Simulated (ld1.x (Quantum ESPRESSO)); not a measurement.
The numbers below are computed, except where a source is named.
# Hardness and transferability of assorted potentials

Generated with ld1.x 7.5 (TM, RRKJ, ultrasoft, PAW), atompaw 4.2 or ONCVPSP 4.0.1. The cutoff is in Ry: for ld1.x and atompaw files where the sum of valence levels is converged to 10 mRy in a Bessel basis, for ONCV files where the hardest occupied wave has 1 mHa per electron of residual kinetic energy. The error is the largest all-electron minus pseudo excitation energy over each file’s own four to seven test configurations (ionisations up to +4, promotions, holes and added fractions of an electron), all of which were solved. The labels leave out finer settings (local radius, basis sizes, second energies), which also bear on the numbers. Spin-polarised tests are not counted. The rows are a selection from randomly drawn settings: files with unsolved tests, undetermined cutoffs or missed reference levels are left out.

A true bound ghost makes a file unfit for plane-wave use even where its test errors are small: the radial tests pick states by their node count and pass the ghost by.

| element | potential | cutoff (Ry) | largest error (meV) | bound ghosts |
| --- | --- | --- | --- | --- |
| V | TM, LDA (PZ), scalar-relativistic, rc 2.45/2.60/1.50 (spd), local smoothed, core correction no, reference 3d3 4s2 4p0 | 90 | +174 | s |
| Mn | TM, PBE, scalar-relativistic, rc 2.40/1.15/1.45 (spd), local p, core correction yes, reference 3p6 3d5 4s2 4p0 | 110 | -172 | s |
| Mo | PAW, LDA (PZ), scalar-relativistic, rc 3.00/1.90/1.95 (spd), local smoothed, core correction yes, reference 4p6 4d5 5s1 5p0 | 30 | -46 | none |
| Tb | RRKJ, PBE, scalar-relativistic, rc 1.80/1.70/2.46 (spd), local s, core correction no, reference 5s2 5p6 5d1 6s0 6p0 | 50 | +736 | none |

(1) Fill in the row for Au: TM semilocal, PBEsol, scalar-relativistic, rc 1.45/1.25/1.80 (spd), local s, core correction yes, reference 5s2 5p6 5d10 6s0 6p0.

## Answers

(1) cutoff 120 Ry, largest error +3346 meV, bound ghosts: none.
